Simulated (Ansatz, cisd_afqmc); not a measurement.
System: GaP, charge 0, triplet. GaP (SMILES [P]=[Ga], triplet).
B3LYP-D3(BJ)/def2-TZVP minimum from Ansatz (an electronic-structure program):
```
Ga
P 1 2.4802
```
Charge 0, spin multiplicity 3.

Total energies in def2-SVP, 8 correlated electrons, 19 frozen orbitals. Open shells are spin-unrestricted; no spin-orbit coupling. Correlated methods leave the cores frozen (noble-gas shells, and filled d and f shells in the p block). No relativity. AFQMC is phaseless with a CISD trial state; ± is one standard error, without the phaseless bias. Outlying blocks are dropped, and bars are widened where a walk drifts. Over all cases where full CI ran beside it in this data, AFQMC minus full CI had a median of +0.1 mEh and passed +0.4 mEh in a tenth of the cases.

The bar of a AFQMC/CISD walk is widened from 0.19 to 0.25 mEh, since its error had not levelled off in the blocking analysis.

```json
[
 {"method": "HF", "program": "Ansatz", "energy (Eh)": "-2263.60506", "minus CCSDTQ (mEh)": "148.51"},
 {"method": "MP2", "program": "Ansatz", "energy (Eh)": "-2263.71713", "minus CCSDTQ (mEh)": "36.44"},
 {"method": "CCSD", "program": "Ansatz", "energy (Eh)": "-2263.74790", "minus CCSDTQ (mEh)": "5.67"},
 {"method": "CCSD(T)", "program": "Ansatz", "energy (Eh)": "-2263.75218", "minus CCSDTQ (mEh)": "1.39"},
 {"method": "CCSDT(Q)", "program": "Ansatz", "energy (Eh)": "-2263.75356", "minus CCSDTQ (mEh)": "0.01"},
 {"method": "CCSDTQ", "program": "Ansatz", "energy (Eh)": "-2263.75357", "minus CCSDTQ (mEh)": "0.00"},
 {"method": "AFQMC/CISD", "program": "cisd_afqmc", "energy (Eh)": "-2263.7529 ± 0.0003", "minus CCSDTQ (mEh)": "0.7 ± 0.3"}
]
```

Rough core times of Ansatz's runs on a shared machine: CCSD(T) 60 s, CCSDT(Q) 2 min, CCSDTQ 10 min.
